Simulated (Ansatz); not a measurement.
**How methods differ on SbHF (SMILES [F][SbH])**

SbHF has 3 atoms, charge 0, and is taken as a doublet. SMILES: `[F][SbH]`. Geometry: relaxed at PBE0-D4/def2-TZVP.

```xyz
3

F    -0.8262    1.1003   -0.3412
Sb   -0.3238   -0.7513   -0.2559
H     1.1390   -0.4137    0.5838
```

Quantity: the energy change with the Sb2–H3 bond stretched from 1.720 to 4.300 Å, in eV. The values are calculated.

```json
{"level": "USVWN5/STO-3G", "kind": "LDA", "program": "Ansatz", "value (eV)": "4.20", "less FCI/STO-3G": "+0.96", "CPU time (all runs)": "4.8 s"}
{"level": "U-revPBE/STO-3G", "kind": "GGA", "program": "Ansatz", "value (eV)": "3.65", "less FCI/STO-3G": "+0.41", "CPU time (all runs)": "13 s"}
{"level": "U-r2SCAN0/STO-3G", "kind": "hybrid meta-GGA", "program": "Ansatz", "value (eV)": "3.67", "less FCI/STO-3G": "+0.43", "CPU time (all runs)": "36 s"}
{"level": "UCAM-B3LYP/STO-3G", "kind": "range-separated hybrid", "program": "Ansatz", "value (eV)": "3.84", "less FCI/STO-3G": "+0.60", "CPU time (all runs)": "15 s"}
{"level": "RPA@PBE/STO-3G", "kind": "RPA", "program": "Ansatz", "value (eV)": "3.36", "less FCI/STO-3G": "+0.12", "CPU time (all runs)": "14 s"}
{"level": "UMP2/STO-3G", "kind": "perturbation theory", "program": "Ansatz", "value (eV)": "3.09", "less FCI/STO-3G": "-0.15", "CPU time (all runs)": "3.3 s"}
{"level": "UCCSD(T)/STO-3G", "kind": "coupled cluster or CI", "program": "Ansatz", "value (eV)": "3.25", "less FCI/STO-3G": "+0.01", "CPU time (all runs)": "3.2 s"}
{"level": "UCCSDT(Q)/STO-3G", "kind": "coupled cluster or CI", "program": "Ansatz", "value (eV)": "3.24", "less FCI/STO-3G": "0.00", "CPU time (all runs)": "4.7 s"}
{"level": "FCI/STO-3G", "kind": "exact in the basis", "program": "Ansatz", "value (eV)": "3.24", "less FCI/STO-3G": "0.00", "CPU time (all runs)": "3.9 s"}
```

FCI/STO-3G is exact within its basis and frozen core, so for wave-function methods in that basis the difference is their error; functionals converge differently with the basis, so for them it is only a difference. All-electron rows without a relativistic Hamiltonian named are non-relativistic. The first shape isn't each level's own minimum. The values span 3.09 to 4.20 eV. Spin contamination of the reference (⟨S²⟩ at least 0.1 too high) touches USVWN5/STO-3G, U-revPBE/STO-3G, U-r2SCAN0/STO-3G, UCAM-B3LYP/STO-3G, RPA@PBE/STO-3G, UMP2/STO-3G, UCCSD(T)/STO-3G, UCCSDT(Q)/STO-3G. All rows use very small basis sets, so none should be taken for the real molecule's value. In the correlated wave-function rows the outer d shell of Sb is correlated, in sets not made for it. In so small a basis fixed costs decide the times, and correlated methods can beat functionals. Times are those of the runs behind each value, whatever else they computed, on shared processors of several kinds: orders of magnitude only.
